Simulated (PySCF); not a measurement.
B3H2O, BH6NOSi, AlBH3N, CH2BCl and others (calculated)

All values are calculated (PySCF 2.14.0). Calculation on a computer-drawn molecule: optimised geometry and harmonic frequencies of an isolated molecule of the commonest isotopes, restricted reference for singlets and unrestricted otherwise, frozen core in MP2.

Common to all runs: charge 0.

(1) B3H2O

Start structure:
```xyz
6
B3H2O
B     -0.9614     0.8423    -1.3947
B     -0.8847    -0.1989    -0.3807
B      0.1928     0.3626     0.7012
O      0.9606     0.8776     1.5856
H     -0.8901     1.7847    -2.1278
H     -1.3476    -1.2349    -0.0553
```

It was run with multiplicity 2, method HF and basis cc-pVDZ.

It finds rotational constants 41.54, 3.978, 3.631 GHz; total energy -150.0623 hartree; spin squared 0.757; convergence status largest gradient component 1.075e-05 hartree/bohr.

Drawn bonds:
```tsv
atom	other atom	order
1	2	1
2	3	1
3	4	2
1	5	1
2	6	1
```

Optimised structure:
```xyz
6
B3H2O
B     -0.9964     0.9137    -1.5163
B     -0.7610    -0.0519    -0.2796
B      0.3009     0.3643     0.9650
O      1.0533     0.6751     1.8326
H     -1.1766     1.6272    -2.4397
H     -1.3506    -1.0951    -0.2337
```

Modes:
```tsv
frequency (cm⁻¹)	reduced mass (dalton)
148.1	3.662
360.2	3.186
436.6	3.454
533.4	1.233
671	3.719
690.4	2.061
822.2	1.623
960.3	1.46
1211	5.123
2133	12.24
2712	1.091
2898	1.11
```

(2) BH6NOSi

Start structure:
```xyz
10
BH6NOSi
N     -1.3879     0.0569    -2.9218
B     -0.1949    -0.1956    -2.1315
Si     0.3217     1.0622    -0.7746
O      1.9398     0.7458    -0.4447
H     -1.7036    -0.5794    -3.6042
H     -1.9236     0.8154    -2.7652
H      0.3724    -1.1733    -2.5031
H     -0.4151     0.9614     0.5243
H      0.2497     2.5001    -1.1490
H      2.3856     1.2160     0.1843
```

Settings of this run: multiplicity 1, method HF and basis cc-pV(D+d)Z.

It finds rotational constants 15.85, 2.732, 2.551 GHz; total energy -446.5077 hartree; convergence status largest gradient component 2.873e-05 hartree/bohr.

Drawn bonds:
```tsv
atom	other atom	order
1	2	1
2	3	1
3	4	1
1	5	1
1	6	1
2	7	1
3	8	1
3	9	1
4	10	1
```

Optimised structure:
```xyz
10
BH6NOSi
N     -1.2628     0.1200    -3.0355
B     -0.3612    -0.2901    -2.0622
Si     0.3365     1.0054    -0.6576
O      1.9978     0.9328    -0.6589
H     -1.6285    -0.4969    -3.7321
H     -1.5991     1.0570    -3.1219
H     -0.0220    -1.4450    -2.0683
H     -0.1799     0.6726     0.6993
H     -0.1069     2.4050    -0.9248
H      2.4702     1.4487    -0.0235
```

Modes:
```tsv
frequency (cm⁻¹)	reduced mass (dalton)
59.89	2.857
181.7	2.702
240.3	1.263
276.3	1.898
490	1.484
624.6	1.542
640.7	1.675
680.7	1.644
803.2	1.109
845	1.098
871.4	6.181
961.9	1.126
977.3	1.184
1024	1.291
1052	1.054
1220	1.537
1409	3.447
1763	1.214
2237	1.047
2264	1.032
2674	1.095
3803	1.051
3902	1.099
4175	1.067
```

(3) AlBH3N

Start structure:
```xyz
6
AlBH3N
B     -2.1167     1.0728     0.1860
N     -1.9938     1.1370    -1.2120
Al    -1.0124    -0.1612    -2.0682
H     -1.5691     0.1623     0.7691
H     -2.7413     1.8832     0.8197
H     -2.4630     1.9074    -1.6564
```

Settings of this run: multiplicity 1, method MP2 and basis cc-pV(D+d)Z.

The calculation gives: rotational constants 37.28, 7.071, 5.944 GHz; total energy -323.1540 hartree; convergence status largest gradient component 1.799e-05 hartree/bohr.

Drawn bonds:
```tsv
atom	other atom	order
1	2	1
2	3	1
1	4	1
1	5	1
2	6	1
```

Optimised structure:
```xyz
6
AlBH3N
B     -2.1160     1.0799     0.1396
N     -2.0388     1.2119    -1.2613
Al    -0.9933    -0.2330    -1.8189
H     -1.5200     0.1175     0.6107
H     -2.7118     1.8303     0.8733
H     -2.5165     1.9949    -1.7051
```

Modes:
```tsv
frequency (cm⁻¹)	reduced mass (dalton)
149.2	2.919
327.1	1.237
613.4	5.23
852.1	1.164
870	1.113
1016	1.324
1173	1.561
1179	1.433
1369	2.39
2508	1.068
2672	1.11
3621	1.078
```

(4) CH2BCl

Start structure:
```xyz
5
CH2BCl
C     -1.5478    -0.8008    -0.4004
B     -2.0118     0.3526    -0.9995
Cl    -2.5832     1.7725    -1.7369
H     -0.4899    -1.0323    -0.3563
H     -2.2234    -1.5192     0.0489
```

It was run with multiplicity 1, method MP2 and basis cc-pV(D+d)Z.

Results for CH2BCl: rotational constants 287.2, 4.717, 4.641 GHz; total energy -523.5503 hartree; convergence status largest gradient component 2.95e-05 hartree/bohr.

Drawn bonds:
```tsv
atom	other atom	order
1	2	2
2	3	1
1	4	1
1	5	1
```

Optimised structure:
```xyz
5
CH2BCl
C     -1.5460    -0.8061    -0.3976
B     -2.0165     0.3631    -1.0049
Cl    -2.5860     1.7811    -1.7414
H     -0.4764    -1.0356    -0.3556
H     -2.2313    -1.5297     0.0553
```

Modes:
```tsv
frequency (cm⁻¹)	reduced mass (dalton)
262.2	1.991
310.1	8.566
629.9	1.228
679.8	6.886
714.6	1.97
1309	1.118
1649	8.277
3207	1.06
3304	1.111
```

(5) CH3BNO

Start structure:
```xyz
7
CH3BNO
C      1.6389    -0.4436    -0.7880
N      1.6339    -1.2166     0.3861
B      0.6131    -1.2408     1.3254
O     -0.2573    -1.2606     2.1445
H      0.9079     0.3497    -0.8496
H      2.5908    -0.3261    -1.2851
H      2.3727    -1.8828     0.4815
```

Settings of this run: multiplicity 2, method MP2 and basis cc-pVDZ.

The calculation gives: rotational constants 48.13, 4.394, 4.032 GHz; total energy -194.1965 hartree; spin squared 0.7606; convergence status largest gradient component 6.741e-06 hartree/bohr.

Drawn bonds:
```tsv
atom	other atom	order
1	2	1
2	3	1
3	4	2
1	5	1
1	6	1
2	7	1
```

Optimised structure:
```xyz
7
CH3BNO
C      1.6448    -0.4373    -0.7882
N      1.6469    -1.2071     0.3869
B      0.6056    -1.2423     1.3293
O     -0.2913    -1.2694     2.1668
H      0.9057     0.3620    -0.8464
H      2.5953    -0.3387    -1.3126
H      2.3931    -1.8881     0.4790
```

Modes:
```tsv
frequency (cm⁻¹)	reduced mass (dalton)
204.3	1.647
209.1	2.502
427.4	1.18
473.4	9.74
576.2	4.212
589.8	1.324
875.5	4.06
1132	1.292
1268	2.443
1445	1.404
1513	1.375
2026	11.87
3224	1.049
3362	1.124
3671	1.075
```

(6) CH5BFN

Start structure:
```xyz
9
CH5BFN
C     -2.2491    -0.0395    -0.2003
B     -0.9055     0.2468     0.4117
N     -0.4892     1.4312     0.8988
F     -0.0043    -0.7747     0.5940
H     -2.1086    -0.3722    -1.2256
H     -2.8308    -0.8058     0.3367
H     -2.9201     0.8923    -0.2801
H      0.4484     1.5456     1.4213
H     -0.9799     2.2936     0.9152
```

Here we set multiplicity 1, method HF and basis cc-pVDZ.

Results for CH5BFN: rotational constants 9.433, 7.978, 4.44 GHz; total energy -219.4883 hartree; convergence status largest gradient component 2.517e-05 hartree/bohr.

Drawn bonds:
```tsv
atom	other atom	order
1	2	1
2	3	1
2	4	1
1	5	1
1	6	1
1	7	1
3	8	1
3	9	1
```

Optimised structure:
```xyz
9
CH5BFN
C     -2.2753    -0.0198    -0.2250
B     -0.8793     0.2336     0.4606
N     -0.4470     1.4623     0.9568
F     -0.0276    -0.8093     0.5826
H     -2.1298    -0.3920    -1.2442
H     -2.8229    -0.7985     0.3155
H     -2.9060     0.8705    -0.2736
H      0.4483     1.5796     1.3841
H     -0.9994     2.2909     0.9149
```

Modes:
```tsv
frequency (cm⁻¹)	reduced mass (dalton)
110.4	1.059
339.9	2.418
433.9	3.323
450.1	1.212
492.5	1.721
643.1	1.229
795	3.803
929.2	1.383
965	1.763
979	1.854
1337	2.305
1436	3.019
1485	1.824
1561	1.048
1569	1.115
1743	1.301
3170	1.039
3233	1.098
3252	1.102
3825	1.051
3938	1.099
```

(7) CH5BOSi

Start structure:
```xyz
9
CH5BOSi
B     -1.4167    -1.5094     1.0908
Si    -0.0033    -0.4134     0.4737
C      1.0446    -1.3965    -0.8600
O      0.2934     1.0162     0.7718
H     -1.2810    -2.2155     2.0343
H     -2.4442    -1.5194     0.6581
H      1.6006    -2.2295    -0.5224
H      1.8960    -0.7029    -1.3084
H      0.5026    -1.7002    -1.7813
```

Here we set multiplicity 1, method HF and basis cc-pV(D+d)Z.

Results for CH5BOSi: rotational constants 6.799, 5.852, 3.296 GHz; total energy -429.2397 hartree; convergence status largest gradient component 1.897e-05 hartree/bohr.

Drawn bonds:
```tsv
atom	other atom	order
1	2	1
2	3	1
2	4	2
1	5	1
1	6	1
3	7	1
3	8	1
3	9	1
```

Optimised structure:
```xyz
9
CH5BOSi
B     -1.4377    -1.5411     1.1272
Si     0.0751    -0.4413     0.3489
C      1.1079    -1.3352    -0.9169
O      0.3087     0.9785     0.7874
H     -1.2779    -2.2032     2.1129
H     -2.5259    -1.5392     0.6260
H      1.5588    -2.2307    -0.4760
H      1.9004    -0.6909    -1.3003
H      0.4827    -1.6674    -1.7527
```

Modes:
```tsv
frequency (cm⁻¹)	reduced mass (dalton)
72.42	1.045
167.3	1.043
174.9	2.925
260.9	2.887
288	4.175
610.8	4.087
618.9	1.241
721.7	2.679
797.9	1.419
859.3	1.736
957.2	1.42
1252	1.193
1316	7.888
1386	1.319
1536	1.05
1546	1.052
2689	1.054
2770	1.124
3159	1.037
3230	1.099
3279	1.101
```

(8) H3NOSi

Start structure:
```xyz
6
H3NOSi
N      1.5893    -0.3717     1.9793
Si     0.6255    -1.4312     1.1253
O     -0.8401    -1.6601     1.3218
H      2.5689    -0.2535     1.8099
H      1.2400     0.2110     2.7158
H      1.4788    -2.1044     0.1384
```

It was run with multiplicity 1, method MP2 and basis cc-pV(D+d)Z.

It finds rotational constants 40.55, 7.122, 6.058 GHz; total energy -420.4875 hartree; convergence status largest gradient component 8.565e-06 hartree/bohr.

Drawn bonds:
```tsv
atom	other atom	order
1	2	1
2	3	2
1	4	1
1	5	1
2	6	1
```

Optimised structure:
```xyz
6
H3NOSi
N      1.5945    -0.3662     1.9837
Si     0.6132    -1.4357     1.1241
O     -0.8914    -1.6854     1.3101
H      2.5871    -0.2618     1.7957
H      1.2563     0.2310     2.7323
H      1.5027    -2.0918     0.1446
```

Modes:
```tsv
frequency (cm⁻¹)	reduced mass (dalton)
306.2	3.599
316.8	1.197
448.4	1.366
649.1	1.153
722.9	1.28
885.6	5.481
947.4	1.176
1232	10.15
1547	1.147
2315	1.045
3618	1.05
3738	1.098
```

(9) B2H3O2

Start structure:
```xyz
7
B2H3O2
B     -0.0631    -0.6716    -2.0009
B      0.9408    -1.6883    -1.1687
O      1.6397    -2.6654    -1.8076
O      1.1693    -1.4366     0.1261
H     -0.7393     0.0456    -2.5412
H      2.1624    -3.2078    -1.3232
H      1.7861    -2.0935     0.5868
```

Settings of this run: multiplicity 2, method HF and basis cc-pVDZ.

Results for B2H3O2: rotational constants 10.25, 8.81, 4.779 GHz; total energy -200.8777 hartree; spin squared 0.7585; convergence status largest gradient component 1.767e-05 hartree/bohr.

Drawn bonds:
```tsv
atom	other atom	order
1	2	1
2	3	1
2	4	1
1	5	1
3	6	1
4	7	1
```

Optimised structure:
```xyz
7
B2H3O2
B     -0.3055    -0.8518    -1.9375
B      0.9120    -1.7176    -1.1515
O      1.5914    -2.6697    -1.8570
O      1.1392    -1.4646     0.1713
H     -0.4801     0.1441    -2.5682
H      2.2377    -3.1603    -1.3715
H      1.8012    -1.9976     0.5857
```

Modes:
```tsv
frequency (cm⁻¹)	reduced mass (dalton)
253.6	2.547
385.4	1.145
404.9	1.252
473.7	3.614
542.8	1.448
562.1	1.248
701.5	4.349
787.4	4.737
1024	1.107
1096	2.017
1401	3.091
1416	10.54
2792	1.1
4152	1.067
4154	1.065
```

(10) BFH5NSi

Start structure:
```xyz
9
BFH5NSi
N     -1.7276     0.7922    -0.0837
B     -0.4501     1.0697     0.4761
F      0.5477     1.2116    -0.3655
Si    -0.1425     1.0744     2.4437
H     -1.7986     0.7402    -1.0957
H     -2.5425     0.7167     0.3448
H      0.8302     0.0909     2.9590
H     -1.4015     0.8830     3.2127
H      0.4265     2.3430     2.8932
```

Here we set multiplicity 1, method HF and basis cc-pV(D+d)Z.

Results for BFH5NSi: rotational constants 8.947, 3.624, 2.658 GHz; total energy -470.5254 hartree; convergence status largest gradient component 2.531e-05 hartree/bohr.

Drawn bonds:
```tsv
atom	other atom	order
1	2	1
2	3	1
2	4	1
1	5	1
1	6	1
4	7	1
4	8	1
4	9	1
```

Optimised structure:
```xyz
9
BFH5NSi
N     -1.6995     0.8075    -0.1186
B     -0.4595     1.0284     0.4660
F      0.5921     1.2071    -0.3636
Si    -0.1434     1.0961     2.4855
H     -1.8233     0.7788    -1.1116
H     -2.5349     0.6648     0.4072
H      0.8081     0.0372     2.9063
H     -1.4173     0.8925     3.2248
H      0.4194     2.4093     2.8886
```

Modes:
```tsv
frequency (cm⁻¹)	reduced mass (dalton)
83.03	1.104
200.5	3.193
356.4	4.853
362.1	1.642
518.6	1.239
582.6	3.383
634.2	1.339
651.7	1.056
705.9	2.226
955.7	1.809
994.9	1.115
1025	1.036
1027	1.035
1293	4.617
1419	4.174
1740	1.276
2281	1.047
2293	1.05
2301	1.024
3805	1.053
3925	1.097
```
